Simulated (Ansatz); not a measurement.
Consider the cleavage of the Si–Si bond: `[SiH3][SiH]1CS1` + `CO[SiH](O)Br` → `CO[SiH](Br)O[SiH3]` + `C1[SiH2]S1`.

Calculated with Ansatz (gas phase, PBE0-D4/def2-TZVP geometries, no zero-point term in ΔE). CCSD(T)/CBS adds triple-zeta CCSD(T) − MP2 to the extrapolated MP2 energy (def2 sets, frozen cores). Functionals use def2-TZVPP. B3LYP here is the variant with VWN-RPA as its local correlation; programs differ in this. For Br outer-core shells are correlated without core-valence functions, which leaves a few kJ/mol of doubt a bond. Scalar relativity is left out up to krypton. Each species was taken in one conformer, which may not be the lowest.

```csv
level,ΔE (kcal/mol)
B3LYP,-22.6
CCSD/CBS(def2),-23.9
```

Q: What does CCSD(T)/CBS give? (An estimate is asked.)

A: The calculation gave: -22.8 kcal/mol. The listed levels differ from it by 0.2, -1.1 kcal/mol.

Largest T1 diagnostic among the species: 0.013.

In def2-TZVPP, CCSD(T) changes the Hartree–Fock value by +6.8 kcal/mol (the triples alone add +1.1 kcal/mol) and MP2 by +5.6 kcal/mol. From PBE to PBE0 (25 % exact exchange), in def2-TZVPP and without D4, ΔE moves by −2.3 kcal/mol.
